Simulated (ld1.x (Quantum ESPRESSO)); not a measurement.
# Configuration tests for vanadium (V) (TM)

```
Element                 : V (Z = 23)
Generator               : ld1.x (Quantum ESPRESSO) 7.5
Type                    : norm-conserving Troullier–Martins (Kleinman–Bylander form)
Functional              : Wu–Cohen
Relativity              : scalar-relativistic
Frozen core             : [Ne] 3s2
Valence charge          : 11
Reference configuration : 3p6 3d3 4s2 4p0
Partial waves           : 4s (bound): rc 1.95 bohr; 3d (bound): rc 1.70 bohr; 3p (bound): rc 0.90 bohr
Local potential         : the p channel
Core correction         : Bessel-smoothed model core inside 0.45 bohr
```

Energies are relative to the spin-unpolarised reference configuration 3p6 3d3 4s2 4p0; without spin polarisation the order of configurations can differ from experiment.

```json
{"valence configuration": "3p6 3d3 4s1 4p0", "charge": "+1", "ΔE all-electron (eV)": "7.759", "error AE − PS (meV)": "-3.1"}
{"valence configuration": "3p6 3d3 4s0 4p0", "charge": "+2", "ΔE all-electron (eV)": "21.912", "error AE − PS (meV)": "-18"}
{"valence configuration": "3p6 3d2 4s0 4p0", "charge": "+3", "ΔE all-electron (eV)": "50.793", "error AE − PS (meV)": "+28"}
{"valence configuration": "3p6 3d2 4s2 4p1", "charge": "0", "ΔE all-electron (eV)": "5.821", "error AE − PS (meV)": "-16"}
{"valence configuration": "3p6 3d3 4s0 4p2", "charge": "0", "ΔE all-electron (eV)": "6.909", "error AE − PS (meV)": "-0.3"}
```

**Question.** What are ΔE and the potential's error for 3p6 3d3 4s0 4p1?

**Answer.** ΔE = 11.889 eV all-electron; the error (AE − PS) is -5.3 meV.

**Question.** What are ΔE and the potential's error for 3p6 3d3 4s1.5 4p0?

**Answer.** ΔE = 3.107 eV all-electron; the error (AE − PS) is -0.7 meV.

Levels in the configuration 3p6 3d3 4s0 4p1:

```json
{"level": "3p", "all-electron (eV)": "-52.873", "pseudo (eV)": "-52.768"}
{"level": "3d", "all-electron (eV)": "-13.830", "pseudo (eV)": "-13.781"}
{"level": "4p", "all-electron (eV)": "-7.442", "pseudo (eV)": "-7.449"}
```

Note: ghost state, extra bound levels that the all-electron valence spectrum of the same l lacks: s at -40.6 eV. A true bound ghost makes a file unfit for plane-wave use.
